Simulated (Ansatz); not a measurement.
Start from `N[Si](F)(Cl)Br` and change one atom or group to get `N[Si](O)(Cl)Br`.

Ansatz, PBE0-D4/def2-TZVP geometries, multiplicity 1. Each molecule was computed in one conformer, which needn't be the lowest.

Scalar relativity is left out up to krypton.

```
                                      property  `N[Si](F)(Cl)Br`
size of the dipole moment (PBE/def2-TZVPP) / D              2.54
           LUMO energy (B3LYP/def2-TZVPP) / eV             -0.11
         HOMO energy (ωB97M-V/def2-TZVPP) / eV            -10.73
             HOMO energy (PBE/def2-TZVPP) / eV             -6.91
         LUMO energy (ωB97M-V/def2-TZVPP) / eV              1.92
          HOMO–LUMO gap (PBE0/def2-TZVPP) / eV              8.59
```

(1) Give the same properties after the change, and the shifts. (Best estimate.)

Answers

(1) The calculation gave: 
| property | `N[Si](O)(Cl)Br` | shift |
| --- | --- | --- |
| size of the dipole moment (PBE/def2-TZVPP) / D | 2.89 | 0.35 |
| LUMO energy (B3LYP/def2-TZVPP) / eV | -0.09 | 0.02 |
| HOMO energy (ωB97M-V/def2-TZVPP) / eV | -10.33 | 0.40 |
| HOMO energy (PBE/def2-TZVPP) / eV | -6.64 | 0.27 |
| LUMO energy (ωB97M-V/def2-TZVPP) / eV | 1.83 | -0.09 |
| HOMO–LUMO gap (PBE0/def2-TZVPP) / eV | 8.30 | -0.29 |

With PBE0 the HOMO rises by 0.34 eV and the LUMO rises by 0.05 eV, so the gap narrows by about 0.29 eV. PBE moves the HOMO by 0.27 eV and ωB97M-V by 0.40 eV. The zero-point energy changes by 31.4 kJ/mol with +3 modes. Dipoles are sizes alone; their direction can turn.

B3LYP here is the variant with VWN-RPA as its local correlation; programs differ in this.

Spin–orbit coupling is left out; it splits and shifts lone-pair levels of the heavy atoms by tenths of an eV.
